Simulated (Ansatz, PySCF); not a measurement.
Al(Me)2(NH3) (C₂H₉AlN), SMILES [CH3][Al+]([CH3])<-[NH3] (connectivity only; charge and spin as stated), charge +1, multiplicity 1. Atoms are numbered in the order given.

```xyz
13

Al     0.0024     0.1718     0.0403
C      1.3981     1.0260    -0.9635
H      2.3968     0.6330    -0.7015
H      1.4221     2.1121    -0.7786
H      1.2811     0.8843    -2.0525
C     -1.3764     0.5074     1.3334
H     -2.3697     0.1633     0.9956
H     -1.4641     1.5827     1.5584
H     -1.1764    -0.0046     2.2919
N     -0.0300    -1.7996    -0.4367
H     -0.7468    -2.0192    -1.1417
H     -0.2503    -2.4093     0.3613
H      0.8536    -2.1449    -0.8320
```
Charge +1, spin multiplicity 1.

Coordinates come from a r2SCAN-D4/def2-SVP optimisation. The multiplicity is an assumed one; no other spin state was optimised. The isomer is the one that the SMILES or the coordinates give; other isomers of the formula were not compared.

Two levels are set side by side: PBE-D3(BJ)/def2-SVP (Ansatz, a first-principles code) and r2SCAN-D4/def2-SVP (Ansatz). Each level has its own optimised geometry; the coordinates shown are those of the second. Frequencies come from the Hessian of PySCF at each geometry. Differences are taken from unrounded values.

```
quantity                            r2SCAN-D4
----------------------------------  ---------
mean bond length (Å)                    1.298
bond Al1–C2 (Å)                         1.920
bond Al1–C6 (Å)                         1.920
bond Al1–N10 (Å)                        2.028
bond C2–H3 (Å)                          1.105
bond C2–H4 (Å)                          1.102
bond C2–H5 (Å)                          1.104
bond C6–H7 (Å)                          1.104
bond C6–H8 (Å)                          1.102
bond C6–H9 (Å)                          1.105
bond N10–H11 (Å)                        1.029
bond N10–H12 (Å)                        1.028
bond N10–H13 (Å)                        1.028
highest harmonic wavenumber (cm⁻¹)       3523
mean harmonic wavenumber (cm⁻¹)          1456
zero-point energy (kcal/mol)            68.68
```

Task: What does PBE-D3(BJ) give, and how far is it from r2SCAN-D4? (The exact figures need the calculation; the answer reports its results.)

Result: 
```tsv
quantity	PBE-D3(BJ)	PBE-D3(BJ) minus r2SCAN-D4
mean bond length (Å)	1.307	0.009
bond Al1–C2 (Å)	1.931	0.011
bond Al1–C6 (Å)	1.931	0.011
bond Al1–N10 (Å)	2.048	0.020
bond C2–H3 (Å)	1.112	0.007
bond C2–H4 (Å)	1.109	0.007
bond C2–H5 (Å)	1.111	0.007
bond C6–H7 (Å)	1.111	0.007
bond C6–H8 (Å)	1.109	0.007
bond C6–H9 (Å)	1.112	0.007
bond N10–H11 (Å)	1.036	0.007
bond N10–H12 (Å)	1.035	0.007
bond N10–H13 (Å)	1.035	0.007
highest harmonic wavenumber (cm⁻¹)	3441	-82
mean harmonic wavenumber (cm⁻¹)	1421	-35
zero-point energy (kcal/mol)	67.03	-1.65
```
